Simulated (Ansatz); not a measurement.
The same redistribution along the group B, Al, Ga.

Calculated with Ansatz (gas phase, PBE0-D4/def2-TZVP geometries, no zero-point term in ΔE). CCSD(T)/CBS is the MP2 limit (def2-TZVPP, def2-QZVPP) plus CCSD(T) − MP2 in def2-TZVPP, frozen cores. This one scheme is used for every species. For Ga, Ge outer-core shells are correlated without core-valence functions, which leaves a few kJ/mol of doubt a bond. Scalar relativity is left out up to krypton. Each species was taken in one conformer, which may not be the lowest.

Task: Order these by ΔE at CCSD(T)/CBS, lowest first. (Best estimate.)
A. `NB(O)O` + `[GeH3][GeH3]` → `NBO` + `[OH][GeH2][GeH3]`
B. `[NH2][Al]([OH])[OH]` + `[GeH3][GeH3]` → `[NH2][AlH][OH]` + `[OH][GeH2][GeH3]`
C. `[NH2][Ga]([OH])[OH]` + `[GeH3][GeH3]` → `[NH2][GaH][OH]` + `[OH][GeH2][GeH3]`

Result: C (+0.41 eV), A (+0.96 eV), B (+1.24 eV).

Largest T1 diagnostic: 0.014, for `[NH2][GaH][OH]`.
